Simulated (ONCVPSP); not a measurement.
## Al: one change to an ONCV potential, before and after

* Element: aluminium (Al)
* Generator: ONCVPSP 4.0.1
* Type: optimised norm-conserving Vanderbilt (ONCV)
* Functional: PBEsol
* Relativity: scalar-relativistic
* Frozen core: [Ne]
* Valence charge: 3
* Reference configuration: 3s2 3p1
* Partial waves: 3s: rc 1.65 bohr, ncon 5, nbas 10, qcut 3.9 1/bohr, 2 projectors, debl 0.6 Ha; 3p: rc 1.65 bohr, ncon 4, nbas 7, qcut 5.3 1/bohr, local
* Local potential: the p channel
* Core correction: Teter function, fcfact 2, rcfact 1.4

All-electron outer shells of the reference configuration (PBEsol, scalar-relativistic, ld1.x):

| shell | level (eV) | outermost node (bohr) | outermost maximum (bohr) |
| --- | --- | --- | --- |
| 2s | -107.85 | 0.16 | 0.50 |
| 2p | -69.54 | – | 0.43 |
| 3s | -7.71 | 0.80 | 2.09 |
| 3p | -2.69 | 0.82 | 2.64 |

Change: p: rc 1.52.

Cutoffs: the cutoffs (Ha) at which the residual kinetic energy of the hardest occupied pseudo-wave falls to 1 and 0.1 mHa per electron; they do not see the model core or the augmentation charge, which bear on the density cutoff. Errors are all-electron minus pseudo energies relative to the spin-unpolarised reference configuration.

Problem. How do hardness, ghosts and transferability respond?

Solution. The potential gets harder (11 Ha and 85 Ha → 27 Ha and 85 Ha); both files keep a bound ghost (s); of the 4 tests that both files solve, the error grows in 0 and shrinks in 1 by more than 15 % and 0.3 meV (median size 2.3 → 1.6 meV). A smaller radius makes the pseudo-wave follow the all-electron one further in, where it bends more sharply, so more plane waves are needed.

```tsv
quantity	base	changed
cutoff, loose	11 Ha	27 Ha
cutoff, tight	85 Ha	85 Ha
loose cutoff by channel	s 5.8 Ha, p 11 Ha	s 5.8 Ha, p 27 Ha
bound ghosts	s	s
GHOST(+) flags under 300 eV	none	none
error for 3s2 3p0, meV [ΔE 5.74 eV]	-1.3	-1.4
error for 3s1 3p0, meV [ΔE 24.91 eV]	-27	-28
error for 3s2 3p0.5, meV [ΔE 2.07 eV]	-0.1	-0.1
error for 3s1 3p1, meV [ΔE 11.53 eV]	-3.2	-1.8
s: phases at 1.68 bohr within 0.05 rad from the reference energy up to (Ha; the scan ends near 5)	4.8	to the end of the scan
rms error of d²Exc/dni dnj with the model core, mHa	0.31	0.33
```

 A true bound ghost makes a file unfit for plane-wave use even where its test errors are small: the radial tests pick states by their node count and pass the ghost by.
